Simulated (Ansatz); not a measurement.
Cost and result for the atomization energy of BBrClHS (`SB(Cl)Br`) (5 atoms, 4 bonds).

Charge 0, multiplicity 1. Correlated methods include outer-core shells of Br, which these sets cover unevenly. Scalar relativity is left out up to krypton. The geometry is a stationary point of PBE0-D4/def2-TZVP. It is one conformer, not always the lowest. Program: Ansatz. All runs use 2 threads of a server CPU on a shared host. Times are those of one run each, without the atoms' runs, and a repeat can differ threefold. Electronic energies, without spin–orbit coupling; frozen cores. CCSD(T)/CBS adds CCSD(T) − MP2 in def2-TZVPP to the MP2 limit, and its time is that of the two runs behind it. T1 = 0.011. With those shells the extrapolation isn't a true limit. B3LYP takes the VWN-RPA correlation (the form of Gaussian; ORCA's B3LYP/G).

CCSD(T)/CBS is a level of theory with its own doubt, some kJ/mol a heavy atom from the limit and from the frozen cores, so smaller differences don't rank the functionals.

| level | functions | wall time |
| --- | --- | --- |
| BLYP-D4/def2-TZVPP | 177 | 2.5 s |
| CCSD(T)/def2-SVP | 87 | 3.8 s |
| PBE0-D4/def2-TZVPP | 177 | 4.3 s |
| BHLYP-D4/def2-TZVPP | 177 | 4.4 s |
| CAM-B3LYP-D4/def2-TZVPP | 177 | 4.6 s |
| B3LYP-D4/def2-TZVPP (with forces) | 177 | 6.5 s |
| r2SCAN-D4/def2-TZVPP (with forces) | 177 | 7 s |
| PBE-QIDH/def2-TZVPP | 177 | 7 s |
| ωB97X-V/def2-TZVPP | 177 | 10 s |
| ωB97M-V/def2-TZVPP (with forces) | 177 | 17 s |
| MP2/def2-QZVPP | 316 | 17 s |
| CCSD(T)/def2-TZVPP | 177 | 67 s |
| CCSD(T)/CBS(def2) | – | 84 s |

Q: What atomization energy does each give, and how far from CCSD(T)/CBS? (Estimate.)

A: Computed: 
```csv
level,atomization (kJ/mol),difference from CCSD(T)/CBS,per bond
BLYP-D4/def2-TZVPP,1592.0,-16.6,-4.2
CCSD(T)/def2-SVP,1512.3,-96.3,-24.1
PBE0-D4/def2-TZVPP,1637.7,29.1,7.3
BHLYP-D4/def2-TZVPP,1544.4,-64.2,-16.1
CAM-B3LYP-D4/def2-TZVPP,1589.0,-19.6,-4.9
B3LYP-D4/def2-TZVPP (with forces),1592.1,-16.5,-4.1
r2SCAN-D4/def2-TZVPP (with forces),1646.2,37.6,9.4
PBE-QIDH/def2-TZVPP,1625.2,16.6,4.2
ωB97X-V/def2-TZVPP,1615.9,7.3,1.8
ωB97M-V/def2-TZVPP (with forces),1622.7,14.1,3.5
MP2/def2-QZVPP,1658.6,50.0,12.5
CCSD(T)/def2-TZVPP,1555.5,-53.1,-13.3
CCSD(T)/CBS(def2),1608.6,0.0,0.0
```

In def2-TZVPP, CCSD(T) changes the Hartree–Fock value by +387.2 kJ/mol (the triples alone add +41.2 kJ/mol) and MP2 by +460.2 kJ/mol; breaking electron pairs costs correlation energy, which Hartree–Fock lacks. From BLYP to BHLYP (50 % exact exchange), in def2-TZVPP and without D4, the atomization energy moves by −34.8 kJ/mol: exact exchange takes away binding that semilocal exchange gives to molecules. The D4 term adds +27.9 kJ/mol with B3LYP and +14.2 kJ/mol with PBE0; it sums over pairs of atoms, weighted by their polarisabilities, and B3LYP, whose exchange is more repulsive, gets the larger term.
